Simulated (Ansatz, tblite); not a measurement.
Forces on Cu₄H₅ at its r2SCAN-D4/def2-SVP geometry. The state is a doublet with charge 0.

The xTB rows come from tblite. In the doublet, H5 and H9 lie 0.84 Å apart (atoms count from 1), so H2 has formed as a molecule. No other spin state of charge 0 was run. Another isomer (doublet) lies 0.33 eV lower at PBE0-D4/def2-TZVP; other spin states weren't run for this one.

GFN1-xTB (tblite), largest force 0.80 eV/Å:

```xyz
9
positions Å, forces eV/Å
Cu   -1.248   -0.696    0.067   -0.412   -0.070    0.389
Cu    0.325    0.722    1.154   -0.129    0.195    0.587
Cu    0.952    0.124   -0.999    0.316    0.156   -0.076
Cu   -0.585   -1.276   -2.041   -0.106   -0.395   -0.691
H    -0.343    0.982    2.632    0.609    0.322   -0.074
H     0.819   -0.645   -2.490   -0.189    0.016    0.270
H     1.597    1.044    0.181    0.065    0.006   -0.057
H    -1.883   -1.679   -1.197    0.239    0.071   -0.180
H     0.366    1.424    2.694   -0.392   -0.301   -0.168
```

GFN2-xTB (tblite), largest force 1.26 eV/Å:

```
Cu -0.752 -0.235 0.480
Cu -0.273 0.109 0.551
Cu 1.034 0.324 -0.638
Cu -0.126 -0.419 -0.704
H -0.361 -0.289 -0.173
H -0.103 -0.097 -0.101
H 0.014 0.088 0.186
H -0.130 -0.144 -0.178
H 0.698 0.662 0.576
```

PBE-D4/def2-TZVP (Ansatz), largest force 0.74 eV/Å:

```
Cu -0.562 -0.142 0.428
Cu 0.153 0.261 0.370
Cu 0.484 0.190 -0.210
Cu -0.124 -0.379 -0.621
H 0.046 0.073 0.108
H 0.078 0.036 -0.050
H 0.096 0.040 -0.037
H -0.074 -0.044 -0.030
H -0.097 -0.035 0.042
```
